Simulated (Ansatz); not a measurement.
Two members of one family (Oligo(pyridine)), computed with Ansatz in the gas phase. Binding counts from free atoms in the multiplicity of their measured ground term, without zero-point energy. Sets without diffuse functions give affinities that are too small. A dash marks a value that wasn't run or was left out as unsound. The structures are stationary points that may keep the symmetry of their start. Remarks come from the PBE and PBE0 runs and from stability tests at other levels; not every state was tested. HOMO above LUMO (over both spins in singlets and doublets, within one spin in higher multiplets; at PBE or PBE0), or a gap under 0.15 eV within one spin, warns that the state may not be the lowest or that an electron is smeared out.

First: c1ccc(-c2ccc(-c3ccc(-c4ccc(-c5ccc(-c6ccc(-c7cccnc7)nc6)nc5)nc4)nc3)nc2)nc1 (singlet, charge 0, PBE-D4/def2-SVP geometry).

Cartesian coordinates in Å:
```
C 6.820 -5.856 -10.726
C 7.445 -5.502 -9.521
C 6.682 -4.906 -8.510
C 5.302 -4.679 -8.730
C 4.426 -4.055 -7.709
C 3.079 -3.761 -8.013
C 2.264 -3.168 -7.051
C 2.799 -2.867 -5.776
C 2.001 -2.226 -4.705
C 0.678 -1.769 -4.882
C 0.002 -1.175 -3.816
C 0.655 -1.035 -2.568
C 0.004 -0.411 -1.394
C -1.273 0.186 -1.428
C -1.808 0.750 -0.269
C -1.060 0.713 0.931
C -1.556 1.286 2.202
C -0.762 1.219 3.368
C -1.234 1.757 4.562
C -2.512 2.365 4.593
C -3.088 2.958 5.822
C -4.328 3.630 5.775
C -4.862 4.186 6.936
C -4.151 4.070 8.153
C -4.644 4.637 9.432
C -3.896 4.463 10.617
C -4.372 5.004 11.813
C -5.589 5.707 11.797
N -6.318 5.888 10.684
C -5.852 5.367 9.543
N -2.966 3.418 8.203
C -2.464 2.888 7.090
N -3.273 2.437 3.477
C -2.813 1.920 2.339
N 0.167 0.143 0.967
C 0.672 -0.391 -0.143
N 1.922 -1.478 -2.393
C 2.560 -2.045 -3.415
N 4.084 -3.161 -5.476
C 4.856 -3.729 -6.401
N 4.709 -5.019 -9.898
C 5.447 -5.587 -10.857
H 7.379 -6.327 -11.548
H 8.520 -5.685 -9.368
H 7.160 -4.615 -7.563
H 2.708 -4.015 -9.016
H 1.214 -2.946 -7.292
H 0.168 -1.868 -5.852
H -1.030 -0.824 -3.957
H -1.856 0.223 -2.359
H -2.802 1.217 -0.303
H 0.223 0.736 3.295
H -0.610 1.708 5.466
H -4.847 3.694 4.807
H -5.828 4.710 6.895
H -2.952 3.902 10.555
H -3.812 4.883 12.753
H -5.993 6.146 12.727
H -6.482 5.541 8.653
H -1.498 2.366 7.210
H -3.490 2.017 1.472
H 1.674 -0.847 -0.082
H 3.592 -2.393 -3.243
H 5.891 -3.948 -6.081
H 4.916 -5.846 -11.792
```

| level | HOMO (eV) | LUMO (eV) | gap (eV) | vertical IE (eV) | vertical EA (eV) | vertical triplet (eV) | binding per atom (eV) |
| --- | --- | --- | --- | --- | --- | --- | --- |
| PBE-D4/def2-SVP | -5.44 | -3.19 | 2.24 | 6.74 | 1.99 | 2.16 | 5.69 |
| r2SCAN-D4/def2-SVP | -5.60 | -3.18 | 2.42 | – | – | – | 5.45 |
| PBE0-D4/def2-SVP | -6.21 | -2.55 | 3.66 | 7.14 | 1.71 | 2.62 | 5.54 |

Remarks: gap within one spin near zero at PBE or PBE0 (+1 doublet).

Second: c1ccc(-c2ccc(-c3ccc(-c4ccc(-c5ccc(-c6ccc(-c7ccc(-c8cccnc8)nc7)nc6)nc5)nc4)nc3)nc2)nc1 (singlet, charge 0, PBE-D4/def2-SVP geometry).

```xyz
74

C    -1.953    1.245  -16.010
C    -0.647    1.503  -15.570
C    -0.364    1.423  -14.202
C    -1.400    1.082  -13.302
C    -1.177    0.980  -11.837
C     0.084    1.114  -11.223
C     0.198    1.011   -9.837
C    -0.960    0.769   -9.062
C    -0.927    0.651   -7.586
C    -2.117    0.406   -6.868
C    -2.080    0.299   -5.479
C    -0.844    0.435   -4.803
C    -0.722    0.333   -3.332
C    -1.794    0.000   -2.476
C    -1.586   -0.075   -1.099
C    -0.297    0.183   -0.576
C     0.009    0.114    0.871
C     1.278    0.509    1.347
C     1.560    0.437    2.709
C     0.569   -0.039    3.601
C     0.797   -0.153    5.058
C     1.940    0.348    5.716
C     2.081    0.180    7.093
C     1.069   -0.495    7.816
C     1.148   -0.726    9.276
C     0.164   -1.505    9.924
C     0.253   -1.733   11.296
C     1.332   -1.183   12.025
C     1.506   -1.399   13.483
C     0.681   -2.254   14.242
C     0.919   -2.400   15.613
C     1.981   -1.683   16.189
N     2.783   -0.863   15.489
C     2.545   -0.731   14.178
N     2.266   -0.419   11.412
C     2.171   -0.203   10.100
N    -0.032   -0.975    7.191
C    -0.158   -0.808    5.876
N    -0.644   -0.429    3.147
C    -0.906   -0.355    1.843
N     0.733    0.513   -1.391
C     0.526    0.580   -2.705
N     0.299    0.673   -5.488
C     0.254    0.775   -6.815
N    -2.172    0.632   -9.647
C    -2.272    0.732  -10.971
N    -2.658    0.838  -13.734
C    -2.918    0.918  -15.043
H    -2.221    1.296  -17.076
H     0.147    1.767  -16.286
H     0.653    1.630  -13.842
H     0.989    1.297  -11.822
H     1.185    1.115   -9.364
H    -3.054    0.310   -7.436
H    -3.010    0.116   -4.925
H    -2.797   -0.206   -2.878
H    -2.426   -0.328   -0.436
H     2.017    0.864    0.614
H     2.553    0.735    3.076
H     2.726    0.879    5.157
H     2.976    0.567    7.600
H    -0.655   -1.914    9.315
H    -0.519   -2.336   11.795
H    -0.141   -2.815   13.771
H     0.294   -3.063   16.228
H     2.196   -1.780   17.269
H     3.204   -0.059   13.604
H     2.962    0.438    9.671
H    -1.065   -1.210    5.394
H    -1.911   -0.701    1.543
H     1.384    0.848   -3.345
H     1.224    0.971   -7.305
H    -3.273    0.616  -11.419
H    -3.960    0.710  -15.346
```

Task: Estimate the same table for the second.

Result: 
```tsv
level	HOMO (eV)	LUMO (eV)	gap (eV)	vertical IE (eV)	vertical EA (eV)	vertical triplet (eV)	binding per atom (eV)
PBE-D4/def2-SVP	-5.36	-3.22	2.14	6.59	2.11	2.11	5.70
r2SCAN-D4/def2-SVP	-5.57	-3.21	2.35	–	–	–	5.46
PBE0-D4/def2-SVP	-6.18	-2.59	3.59	7.05	1.81	2.62	5.55
```

Remarks: gap within one spin near zero at PBE or PBE0 (+1 doublet).
